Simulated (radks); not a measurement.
Coulomb parameter of the 4f shell of the neodymium ion Nd2+ in the model configuration [Xe] 4f3 6p1, as a second difference U = [E(n + 0.5) + E(n - 0.5) - 2 E(n)] / (0.5)^2 with all orbitals relaxed. "Bare": the charge of the atom changes with n. "Screened": the 6p shell takes up the change at fixed total charge, which measures U(4f,4f) + U(6p,6p) - 2 U(4f,6p). Method: scalar-relativistic Kohn-Sham, LDA (Slater exchange, Perdew-Wang correlation), spin-unpolarised, spherical densities, point nucleus; computed with a radial shooting solver on a logarithmic mesh with Libxc functionals.

case,configuration,E - E(n) (eV)
start,[Xe] 4f3 6p1,0.000
bare +0.5,[Xe] 4f3.5 6p1,-10.015
bare -0.5,[Xe] 4f2.5 6p1,14.173
screened +0.5,[Xe] 4f3.5 6p0.5,-5.043
screened -0.5,[Xe] 4f2.5 6p1.5,7.053

U(bare) = 16.631 eV, U(screened by 6p) = 8.040 eV, against the Slater integral F0(4f,4f) = 25.930 eV with frozen orbitals.
